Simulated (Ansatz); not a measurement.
One change: `[F][Hf]([F])([F])[Br]` becomes `[F][Ti]([F])([F])[Br]`.

Ansatz, PBE0-D4/def2-TZVP geometries, multiplicity 1. 

Elements past krypton have def2 core potentials. Scalar relativity is left out up to krypton.

```json
{"property": "HOMO–LUMO gap (B3LYP/def2-TZVPP) / eV", "`[F][Hf]([F])([F])[Br]`": "7.54"}
{"property": "HOMO energy (B3LYP/def2-TZVPP) / eV", "`[F][Hf]([F])([F])[Br]`": "-9.01"}
{"property": "LUMO energy (B3LYP/def2-TZVPP) / eV", "`[F][Hf]([F])([F])[Br]`": "-1.47"}
{"property": "HOMO energy (ωB97M-V/def2-TZVPP) / eV", "`[F][Hf]([F])([F])[Br]`": "-11.48"}
{"property": "HOMO–LUMO gap (ωB97M-V/def2-TZVPP) / eV", "`[F][Hf]([F])([F])[Br]`": "11.91"}
{"property": "size of the dipole moment (PBE/def2-TZVPP) / D", "`[F][Hf]([F])([F])[Br]`": "0.00"}
```

Q: Give the same properties after the change, and the shifts. (Best estimate.)

A: Ansatz gave: 
```
                                      property  `[F][Ti]([F])([F])[Br]`  shift
         HOMO–LUMO gap (B3LYP/def2-TZVPP) / eV                     5.54  -2.00
           HOMO energy (B3LYP/def2-TZVPP) / eV                    -9.19  -0.18
           LUMO energy (B3LYP/def2-TZVPP) / eV                    -3.65  -2.18
         HOMO energy (ωB97M-V/def2-TZVPP) / eV                   -11.61  -0.13
       HOMO–LUMO gap (ωB97M-V/def2-TZVPP) / eV                    10.50  -1.41
size of the dipole moment (PBE/def2-TZVPP) / D                     0.26   0.26
```

With PBE0 the HOMO falls by 0.15 eV and the LUMO falls by 2.14 eV, so the gap narrows by about 1.99 eV. PBE moves the HOMO by -0.16 eV and ωB97M-V by -0.13 eV.

B3LYP here is the variant with VWN-RPA as its local correlation; programs differ in this.

Spin–orbit coupling is left out; it splits and shifts lone-pair levels of the heavy atoms by tenths of an eV.
